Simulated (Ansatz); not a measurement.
Forces away from equilibrium

ZnH2Te (SMILES [ZnH][TeH]), closed shell, displaced at random from a GFN2-xTB minimum.

Zn1  (0.107, -1.068, 0.277)
Te2  (-0.057, 1.466, 0.148)
H3  (0.551, -2.129, 1.264)
H4  (-0.660, 1.633, -1.493)
(Å)

Ansatz 0.2.0; basis: def2-TZVPP; cores frozen in the correlated methods. The 3s and 3p shells of Cu and Zn are frozen; filled d shells are correlated. Core potentials replace the inner electrons of the atoms past krypton. The def2 sets are not built for correlating such inner shells, so the correlated values are less sure here.

CCSD(T) forces from the calculation:
| atom | Fx | Fy | Fz (eV/Å) |
| --- | --- | --- | --- |
| Zn1 | 0.124 | 0.966 | 0.400 |
| Te2 | -0.584 | -0.126 | -1.595 |
| H3 | -0.036 | -0.634 | -0.150 |
| H4 | 0.495 | -0.205 | 1.346 |

(1) Which atom feels the largest CCSD(T) force, and how large is it?

The T1 diagnostic stays at or below 0.015.

## Answers

(1) Te2, 1.70 eV/Å, along (-0.34, -0.07, -0.94).

Root-mean-square difference of the force components from those of CCSD(T): PBE0-D4 0.067; wB97M-V 0.071; r2SCAN-D4 0.076; PBE-D4 0.148; r2SCANh-D4 0.064; CAM-B3LYP-D4 0.062 eV/Å.

For scale, one of the runs: CCSD(T)/def2-TZVPP forces, 142 basis functions (an equivalent command: `ansatz run in.yaml --threads 4`). Time: 96 s of wall clock on 4 CPU threads; the host was shared. Peak host memory: 1.6 GiB.
